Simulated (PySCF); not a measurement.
# Structure from 2D NMR

Compound of formula C6H7NO. Correlations simulated from computed shifts and the bond graph:

HSQC (one-bond C–H):
| δH | δC |
| --- | --- |
| 7.53 | 126.1 |
| 6.73 | 115.4 |
| 6.60 | 120.3 |
| 2.49 | 30.3 |

COSY cross peaks (H two or three bonds apart, from the bond graph; peaks can be absent where the dihedral angle is near 90°):
| δH | δH |
| --- | --- |
| 6.73 | 6.60 |

HMBC (two and three bonds, from the bond graph):
| δH | δC |
| --- | --- |
| 7.53 | 195.6, 131.1, 120.3, 115.4 |
| 6.73 | 195.6, 131.1, 126.1, 120.3 |
| 6.60 | 131.1, 126.1, 115.4 |
| 2.49 | 195.6, 131.1 |

Carbons without hydrogens: δ 195.6, 131.1.

Computational details: GFN2-xTB geometry, GIAO PBE0/pcSseg-1 shieldings, in PySCF 2.14.0 with density-fitted response routines (in vacuum, no relativistic terms, averaged over atoms made equivalent by symmetry, fast rotation or ring inversion, one computed conformer).

Scale: ¹H and ¹³C against TMS (reference shieldings calculated alike).

Exchangeable hydrogens are left out of these lists.

**Question.** Work out the connectivity.

**Answer.** 3-acetylpyrrole (SMILES CC(=O)c1cc[nH]c1).

Structure with atom numbers: `[CH3:1][C:2](=[O:3])[c:4]1[cH:5][cH:6][nH:7][cH:8]1`. Each H is labelled by its parent atom.

δC 195.6 is C2, a ketone carbonyl carbon. δC 131.1 is C4, a substituted aromatic carbon. δC 126.1 is C8, an aromatic CH next to a ring nitrogen (δH 7.53). δC 120.3 is C6, an aromatic CH next to a ring nitrogen (δH 6.60). δC 115.4 is C5, an aromatic CH (δH 6.73). δC 30.3 is C1, a methyl carbon α to a carbonyl (δH 2.49). HMBC from δH 7.53 reaches the proton-free carbons C2, C4. HMBC from δH 6.73 reaches the proton-free carbons C2, C4. HMBC from δH 6.60 reaches the proton-free carbon C4. HMBC from δH 2.49 reaches the proton-free carbons C2, C4. COSY links 6.73–6.60.

The data come from this structure; uniqueness wasn't tested.

The OH or NH signal is concentration- and solvent-dependent in practice; the value given is the gas-phase one. Shifts are as computed. Against solution values, carbons near 30 ppm lie about +3 ppm off and those near 130 ppm about +5 ppm. Of 1211 compounds with measured shifts, 218 miss one by over three times the rms of a fit or turn the order of signals round; such compounds aren't used in these exercises.
